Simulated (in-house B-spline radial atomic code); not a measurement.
Rh3+: [Kr] 4d6

All numbers are computed (Dirac-Kohn-Sham LDA exchange-only, spherical fractional occupations; Fermi nucleus of rms radius 4.4945 fm) with an all-electron radial atomic-structure program (B-spline basis), not measured.

Screening seen three ways: the hydrogenic charge with the same mean radius, Z_r = [3n² - l(l+1)]/(2<r>), the one with the same energy, Z_e = n√(-2ε), and Slater's rules. Values are occupation-weighted means over j. An effective charge above Z reflects the relativistic contraction of the inner shells.

```json
{"shell": "1s", "electrons": "2", "ε (eV)": "-23030", "<r> (bohr)": "0.03266", "Z_r": "45.93", "Z_e": "41.14", "Slater": "44.70"}
{"shell": "2s", "electrons": "2", "ε (eV)": "-3368.6", "<r> (bohr)": "0.1417", "Z_r": "42.34", "Z_e": "31.47", "Slater": "40.85"}
{"shell": "2p", "electrons": "6", "ε (eV)": "-3027.3", "<r> (bohr)": "0.1236", "Z_r": "40.45", "Z_e": "29.83", "Slater": "40.85"}
{"shell": "3s", "electrons": "2", "ε (eV)": "-630.12", "<r> (bohr)": "0.3912", "Z_r": "34.51", "Z_e": "20.42", "Slater": "33.75"}
{"shell": "3p", "electrons": "6", "ε (eV)": "-517.52", "<r> (bohr)": "0.3908", "Z_r": "31.99", "Z_e": "18.50", "Slater": "33.75"}
{"shell": "3d", "electrons": "10", "ε (eV)": "-335.6", "<r> (bohr)": "0.3707", "Z_r": "28.32", "Z_e": "14.90", "Slater": "23.85"}
{"shell": "4s", "electrons": "2", "ε (eV)": "-116.78", "<r> (bohr)": "0.9724", "Z_r": "24.68", "Z_e": "11.72", "Slater": "17.25"}
{"shell": "4p", "electrons": "6", "ε (eV)": "-84.509", "<r> (bohr)": "1.065", "Z_r": "21.61", "Z_e": "9.97", "Slater": "17.25"}
{"shell": "4d", "electrons": "6", "ε (eV)": "-38.118", "<r> (bohr)": "1.378", "Z_r": "15.24", "Z_e": "6.70", "Slater": "7.25"}
```

The least bound orbital is 4d5/2 at -37.92 eV, and it is also the most diffuse (<r> = 1.384 bohr).

Spin-orbit splittings of the orbital energies (j = l + 1/2 above j = l - 1/2 when positive): 2p 144.4 eV, 3p 24.85 eV, 3d 4.906 eV, 4p 4.07 eV, 4d 0.4909 eV.

For the 1s electron the small component carries 2.7 % of the norm, the zero-frequency Breit interaction raises the level by 48.18 eV, self-energy by 26.7 eV, and vacuum polarisation lowers it by 3.243 eV.
